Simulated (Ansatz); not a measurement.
This geometry of AlBrF₂H₂ (6 atoms, charge 0, multiplicity 1) is a first-order saddle point.

These are results of RKS B3LYP/def2-SVP in Ansatz 0.2.0, not measurements.

```xyz
6
Properties=species:S:1:pos:R:3
Al -0.015 -0.214 0.014
F 0.035 0.029 1.788
F 1.454 0.151 -0.672
H -1.370 0.119 -0.681
Br 0.080 -2.589 0.936
H 0.093 -1.253 1.868
```

Q: Which two structures does it join? (They come from a converged band through this point; their orientation in space is the band's.)

A: Bonds broken: Br5–H6. Bonds formed: F2–H6.

Image 0:

```xyz
6
Properties=species:S:1:pos:R:3
Al -0.022 0.051 0.026
F 0.004 0.408 1.666
F 1.443 0.136 -0.758
H -1.362 0.096 -0.775
Br 0.067 -2.619 0.949
H 0.149 -1.830 2.147
```

Image 8:

```xyz
6
Properties=species:S:1:pos:R:3
Al -0.025 -0.443 -0.102
F 0.051 -0.024 1.855
F 1.443 0.170 -0.598
H -1.366 0.155 -0.633
Br 0.049 -2.670 0.600
H 0.126 -0.945 2.132
```

Q: How far does it lie above each of them?

A: 0.152 eV above the first and 0.229 eV above the second. This is the barrier of this one path; another mechanism may lie lower. The orbitals stay closed-shell, which can raise the energy where a bond breaks towards radicals; this wasn't checked here.

Run time: 80 s on 2 threads of Intel(R) Xeon(R) Platinum 8488C (Sapphire Rapids) (shared host), peak memory 0.22 GiB.
